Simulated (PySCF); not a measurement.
Potential energy of SeI⁺ along the bond

Set-up: PySCF, scalar-relativistic core potentials, basis sets Se cc-pVDZ-PP with ECP10, I cc-pVDZ-PP with ECP28. Energies in eV from Se⁺ + I in their ground configurations at the same level. State: ³Σ⁻ (triplet), unpaired electrons π ↑↑.

| R (Å) | UHF | UHF-MP2 | LC-ωPBE |
| --- | --- | --- | --- |
| 2.049 | 0.8607 | -0.484 | -1.145 |
| 2.144 | -0.0780 | -1.449 | -1.995 |
| 2.239 | -0.5831 | -1.955 | -2.410 |
| 2.311 | -0.7661 | -2.117 | -2.523 |
| 2.382 | -0.8339 | -2.143 | -2.514 |
| 2.454 | -0.8223 | -2.070 | -2.419 |
| 2.549 | -0.7315 | -1.871 | -2.206 |
| 2.668 | -0.5674 | -1.529 | -1.867 |
| 2.811 | -0.3841 | -1.104 | -1.445 |
| 3.001 | -0.2125 | -0.685 | -0.968 |

Problem. Put a parabola through the three lowest points of the UHF curve and estimate Re, k and ωe (reduced mass 49.04 u; 1 eV/Å² = 0.16022 mdyn/Å; ωe = 1302.8·√(k/μ) cm⁻¹).

Solution. Through R = 2.311, 2.382, 2.454 Å the second-order coefficient is 7.80 eV/Å², so Re ≈ 2.408 Å, k ≈ 2.50 mdyn/Å and ωe ≈ 294 cm⁻¹. A polynomial fit of higher order to the unrounded UHF energies gives Re = 2.404 Å, k = 2.18 mdyn/Å, ωe = 275 cm⁻¹; anharmonicity and rounding make the difference.

The higher-order fit for each curve: UHF: Re = 2.404 Å, ωe = 275 cm⁻¹, De = 0.84 eV; UHF-MP2: Re = 2.362 Å, ωe = 342 cm⁻¹, De = 2.15 eV; LC-ωPBE: Re = 2.339 Å, ωe = 338 cm⁻¹, De = 2.53 eV.

Correlated steps freeze 8 core orbitals. Correlated levels converge slowly with the basis: in double zeta they bind strong bonds too weakly, by up to about 1 eV, and carry superposition errors of some tenths. ⟨S²⟩ of the unrestricted solution departs from its pure value on part of the curve, where spin states mix. Spin–orbit coupling is left out, which matters for elements this heavy, above all for dissociation energies. For an ion De counts to the pair picked by the measured ionisation energies or electron affinities, which need not be the lowest pair at this level. The state is the lowest determinant that a PBE0 search found; another state may lie lower at other levels.
